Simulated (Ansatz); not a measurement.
```yaml
crystal:
  periodic: [false, false, false]
  atoms:
    - {symbol: C, position_ang: [-0.472614, 0.738165, -0.349374]}
    - {symbol: N, position_ang: [-1.484139, 0.210277, -0.454619]}
    - {symbol: Zn, position_ang: [1.543163, -2.242677, 1.036350]}
    - {symbol: H, position_ang: [0.469089, 1.233937, -0.252657]}
basis:
  gaussian: {orbitals: def2-TZVP}
hamiltonian: {xc: {name: TPSS}}
```

```sh
$ ansatz run in.yaml --threads 2 --pin off --events-out ev --progress --plain --max-ram 4352MiB
```

Output, abridged:

```
Error: YAML parse error: error: line 10 column 19: hamiltonian.xc: no functional is named "TPSS"; the names, which are not case-sensitive, are SVWN5, SPW92, PBE, PBE0, PBEsol, revPBE, revPBE0, RPBE, rPW86-PBE, HSE06, wPBEh, LC-wPBE, HISS, HF, BLYP, B3LYP, B3LYP5, BHLYP, CAM-B3LYP, r2SCAN, r2SCANh, r2SCAN0, r2SCAN50, m-r2SCAN, B97, wB97, wB97X, wB97X-V, B97M-V, wB97M-V, B2PLYP, B2GP-PLYP, PBE0-DH, PBE-QIDH
 8 | basis:
 9 |   gaussian: {orbitals: def2-TZVP}
10 | hamiltonian: {xc: {name: TPSS}}
```

Q: What is wrong with this run?

A: The method's name isn't one that the program takes here. The input was rejected before any iteration.

HSE06 is defined as in plane-wave codes.
